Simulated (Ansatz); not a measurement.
`O[Si](O)(Cl)Cl` + `O[SiH](Cl)C1=CN1` → `O[SiH](Cl)[Si](O)(Cl)Cl` + `OC1=CN1`  (formal exchange of groups at the Si–O bond)

Isolated molecules relaxed with PBE0-D4/def2-TZVP in Ansatz; ΔE leaves out vibrations. CBS: MP2 limit from def2 TZ/QZ plus the TZ coupled-cluster correction, frozen cores. DFT in def2-TZVPP. B3LYP here is the variant with VWN-RPA as its local correlation; programs differ in this. Each species was taken in one conformer, which may not be the lowest.

Problem. Is it downhill or uphill in electronic energy at CCSD(T)/CBS, and by how much? (Best estimate.)

Solution. Ansatz gave: Uphill: ΔE = +219.4 kJ/mol.

Problem. What do these levels give: r2SCAN-D4, B3LYP-D4, B2PLYP, B3LYP, HF/def2-TZVPP, SCS-MP2/def2-QZVPP? (An estimate is asked.)

Solution. The calculation gave: r2SCAN-D4 203.0, B3LYP-D4 197.7, B2PLYP 214.3, B3LYP 202.9, HF/def2-TZVPP 231.7, SCS-MP2/def2-QZVPP 229.7 kJ/mol.

Largest T1 diagnostic among the species: 0.014.

The D4 term adds −5.2 kJ/mol with B3LYP and −3.3 kJ/mol with PBE0; it sums over pairs of atoms, weighted by their polarisabilities, and B3LYP, whose exchange is more repulsive, gets the larger term. From PBE to PBE0 (25 % exact exchange), in def2-TZVPP and without D4, ΔE moves by +13.9 kJ/mol.
